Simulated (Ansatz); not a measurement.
C2H5GaO, relaxed with RKS PBE-D4/def2-SVP in Ansatz from a rough embedded geometry. The force threshold is 0.03 eV/Å; the program also tests the step.

The species carries charge 0 and has multiplicity 1. The bonds changed during the relaxation, so this is another structure than the one it started from.

Start:

```xyz
9

C    -0.494   -0.357    0.581
C     0.794   -0.142   -0.087
Ga   -0.778    1.194   -0.991
O    -1.505   -0.849   -0.308
H    -0.402   -1.087    1.459
H    -0.875    0.631    1.068
H     1.142   -1.134   -0.520
H     1.538    0.217    0.600
H     0.580    1.528   -1.803
```

```
         step  energy (eV)  largest force (eV/Å)  largest move (Å)
            1  -56553.0930                 2.399             0.000
            2  -56554.1589                 1.368             0.195
            3  -56554.7080                 1.824             0.191
            4  -56555.3151                 2.179             0.196
            5  -56556.0944                 3.057             0.196
            6  -56557.0205                 3.437             0.192
            7  -56557.8529                 2.109             0.195
            8  -56557.9568                 4.690             0.197
            9  -56558.3173                 0.509             0.199
           10  -56558.4359                 0.306             0.200
           11  -56558.5087                 0.342             0.195
           12  -56558.5485                 0.491             0.196
           13  -56558.5871                 0.200             0.200
14 (rejected)  -56558.5715                 1.017             0.153
           15  -56558.5940                 0.058             0.076
           16  -56558.5977                 0.041             0.100
17 (rejected)  -56558.5909                 0.423             0.146
           18  -56558.5987                 0.008             0.048
```

End:

```xyz
9

C    -0.376   -0.073    0.559
C     1.016   -0.054   -0.068
Ga   -2.400    0.487   -1.840
O    -1.390    0.100   -0.389
H    -0.528   -1.041    1.096
H    -0.445    0.725    1.337
H     1.120   -0.866   -0.816
H     1.803   -0.189    0.703
H     1.199    0.912   -0.583
```

It took 35 s on 2 threads of an Arm Neoverse V1 on a shared host, with 0.14 GiB of host memory at the peak.
